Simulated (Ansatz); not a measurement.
`[SiH3][Al]1[CH2][GaH]1` + `O[SiH]1C[SiH2]O1` → `[SiH3][SiH]1C[SiH2]O1` + `[OH][Al]1[CH2][GaH]1`  (redistribution)

Computed with Ansatz on PBE0-D4/def2-TZVP structures; ΔE is electronic, products minus reactants. CBS: MP2 limit from def2 TZ/QZ plus the TZ coupled-cluster correction, frozen cores. DFT in def2-TZVPP. B3LYP here is the variant with VWN-RPA as its local correlation; programs differ in this. For Ga outer-core shells are correlated without core-valence functions, which leaves a few kJ/mol of doubt a bond. Scalar relativity is left out up to krypton. One conformer a species, not always the lowest.

Q: Is it downhill or uphill in electronic energy at CCSD(T)/CBS, and by how much? (Best estimate.)

A: Ansatz gave: Downhill: ΔE = -5.1 kJ/mol.

Q: What do these levels give: B3LYP-D4, B2PLYP, PBE, SCS-MP2/def2-QZVPP, HF/CBS(def2), CCSD/CBS(def2)? (Estimate.)

A: Computed: B3LYP-D4 -8.8, B2PLYP -6.8, PBE -5.2, SCS-MP2/def2-QZVPP -8.2, HF/CBS(def2) -2.2, CCSD/CBS(def2) -5.6 kJ/mol.

Largest T1 diagnostic among the species: 0.015.
